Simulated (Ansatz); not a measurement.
Reaction (homolysis of the N–Si bond): `BN[SiH2]OC` → `B[NH]`• + `CO[SiH2]`•

Computed with Ansatz on PBE0-D4/def2-TZVP structures; ΔE is electronic, products minus reactants. CCSD(T)/CBS is the MP2 limit (def2-TZVPP, def2-QZVPP) plus CCSD(T) − MP2 in def2-TZVPP, frozen cores. Functionals use def2-TZVPP. B3LYP here is the variant with VWN-RPA as its local correlation; programs differ in this. No spin–orbit coupling; open shells (•) take unrestricted orbitals. Each species was taken in one conformer, which may not be the lowest.

```csv
level,ΔE (kcal/mol)
PBE0,110.9
B3LYP,108.2
HF/def2-TZVPP,96.1
MP2/def2-TZVPP,126.1
```

(1) What does CCSD(T)/CBS give? (An estimate is asked.)

Largest T1 diagnostic among the species: 0.030.

## Answers

(1) Computed: +120.6 kcal/mol. The listed levels differ from it by -9.7, -12.4, -24.5, 5.5 kcal/mol.

In def2-TZVPP, CCSD(T) changes the Hartree–Fock value by +21.8 kcal/mol (the triples alone add +1.1 kcal/mol) and MP2 by +30.0 kcal/mol; breaking electron pairs costs correlation energy, which Hartree–Fock lacks. The D4 term adds +3.0 kcal/mol with B3LYP and +1.7 kcal/mol with PBE0; it sums over pairs of atoms, weighted by their polarisabilities, and B3LYP, whose exchange is more repulsive, gets the larger term. From PBE to PBE0 (25 % exact exchange), in def2-TZVPP and without D4, ΔE moves by +4.8 kcal/mol.
